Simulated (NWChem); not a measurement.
System: GeAsH$_{5}$; SMILES [GeH3][AsH2]

Computed with NWChem. The geometry was optimised at PBE0/def2-SVP. B3LYP is NWChem's, with the RPA form of VWN correlation. Ions are spin-unrestricted doublets at the neutral geometry; other ion states weren't tried.

For level B3LYP/def2-SVP:

```
Property       Value
-------------  -----
−ε(HOMO) (eV)   7.23
```

Question: How do the values read with level PBE/def2-SVP instead?

Answer: −ε(HOMO) (eV): 6.39
